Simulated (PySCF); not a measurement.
PySCF 2.14 output of an unrestricted PBE0 calculation on a single atom or ion in ANO-RCC-VTZP, with the spin-free X2C one-electron Hamiltonian (Gaussian nucleus):

```
SCF conv_tol = 1e-09
number electrons alpha = 33  beta = 28
    C. Adamo and V. Barone.,  J. Chem. Phys. 110, 6158 (1999)
    M. Ernzerhof and G. E. Scuseria.,  J. Chem. Phys. 110, 5029 (1999)
cycle= 1 E= -10019.0482602018  delta_E= -0.0144  |g|= 0.0425  |ddm|= 0.259
cycle= 2 E= -10019.0511063716  delta_E= -0.00285  |g|= 0.0291  |ddm|= 0.181
cycle= 3 E= -10019.0527382525  delta_E= -0.00163  |g|= 0.0122  |ddm|= 0.106
cycle= 4 E= -10019.0548905159  delta_E= -0.00215  |g|= 0.0115  |ddm|= 0.17
cycle= 5 E= -10019.0561751977  delta_E= -0.00128  |g|= 0.00836  |ddm|= 0.135
cycle= 6 E= -10019.0569805162  delta_E= -0.000805  |g|= 0.00281  |ddm|= 0.149
cycle= 7 E= -10019.0570987643  delta_E= -0.000118  |g|= 0.00185  |ddm|= 0.0753
cycle= 8 E= -10019.057108638  delta_E= -9.87e-06  |g|= 0.00117  |ddm|= 0.0292
cycle= 9 E= -10019.0571252508  delta_E= -1.66e-05  |g|= 0.000505  |ddm|= 0.0233
cycle= 10 E= -10019.0571279777  delta_E= -2.73e-06  |g|= 5.19e-05  |ddm|= 0.0123
cycle= 11 E= -10019.0571279805  delta_E= -2.75e-09  |g|= 1.98e-05  |ddm|= 0.000811
cycle= 12 E= -10019.0571279845  delta_E= -4.05e-09  |g|= 2.53e-06  |ddm|= 0.000498
cycle= 13 E= -10019.0571279846  delta_E= -2.73e-11  |g|= 8.3e-07  |ddm|= 5.89e-05
converged SCF energy = -10019.0571279846  <S^2> = 9.4215407  2S+1 = 6.2198202
```

The run itself started from symmetry-adapted Hartree-Fock orbitals and held the occupation by maximum overlap, on a logarithmic radial grid, so the iterations belong to that start.

Problem. Which element, charge and spin multiplicity is this?

Solution. Pm (promethium, neutral), multiplicity 6; the state was [Xe] 4f4 6s2 6p1, one real determinant (an excited configuration).

⟨L²⟩ = 38.56 against 56 for a pure K term, so this real determinant mixes terms. Spin-orbit coupling, absent here, splits the open shell strongly. ⟨S²⟩ = 9.42 against 8.75 shows spin contamination. The s, p, d and f populations moved away from the nominal configuration during the SCF.
